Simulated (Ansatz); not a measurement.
Consider the substitution at a C–O bond: `OC=[Se]` + H–F → `FC=[Se]` + H₂O.

Calculated with Ansatz (gas phase, PBE0-D4/def2-TZVP geometries, no zero-point term in ΔE). CBS: MP2 limit from def2 TZ/QZ plus the TZ coupled-cluster correction, frozen cores. This one scheme is used for every species. For Se outer-core shells are correlated without core-valence functions, which leaves a few kJ/mol of doubt a bond. Scalar relativity is left out up to krypton. Each species was taken in one conformer, which may not be the lowest.

| species | CCSD(T)/CBS(def2) energy (Eh) |
| --- | --- |
| `OC=[Se]` | -2515.09992 |
| H–F | -100.39570 |
| `FC=[Se]` | -2539.10585 |
| H₂O | -76.37941 |

(1) Work out ΔE.

Largest T1 diagnostic among the species: 0.017.

## Answers

(1) ΔE = (-2539.10585) + (-76.37941) − (-2515.09992) − (-100.39570) = 0.01036 Eh = +0.28 eV.

From BLYP to BHLYP (50 % exact exchange), in def2-TZVPP and without D4, ΔE moves by +0.05 eV. Leaving LDA and LC-ωPBE aside and taking each functional with its dispersion term where it has one, the values, not all of them listed here, spread over 0.07 eV, from B97M-V to PBE-QIDH. LDA lies +0.05 eV from PBE without D4.
